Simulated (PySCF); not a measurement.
# Te⁺: excitation energy

Te⁺ [Kr] 4d10 5s2 5p3 (4S) → Te⁺ [Kr] 4d10 5s2 5p2 6s1 (4P), as a difference of total energies. Computed with PySCF 2.14 in aug-cc-pV5Z-PP with ECP28MDF (8s8p6d4f3g2h, 139 functions), with scalar relativity through the core potential. Correlated levels: valence: 4s2 4p6 4d10 frozen. The calculations carry no spin-orbit coupling.

```tsv
method	excitation energy (cm⁻¹)
UHF	82170
LDA	80468
PBE	79558
PBE0	81566
M06-2X	82263
MP2 (valence)	83331
SCS-MP2 (valence)	83150
```

The promoted electron is Rydberg-like, and one or two diffuse shells describe it only roughly, which tends to raise the upper state.
